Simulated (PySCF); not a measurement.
Zn(SH) (HSZn), SMILES [Zn+][SH], charge +1.

Geometry optimised at PBE0-D3(BJ)/def2-TZVP. The spin state was assumed, not searched. The isomer is the one that the SMILES or the coordinates give; other isomers of the formula were not compared.

Method: PySCF with r2SCAN/def2-TZVPD.

Gas-phase values at a fixed geometry.

- total energy: -2177.85287 hartree
- point group: Cs
- highest occupied level: -12.37 eV
- lowest empty level: -10.87 eV
- orbital gap: 1.50 eV
- dipole moment about the centre of nuclear charge: 3.57 D
- mean static polarisability: 40.7 bohr³ (6.03 Å³)
- polarisability, principal values: 30.8, 32.3, 59.0 bohr³
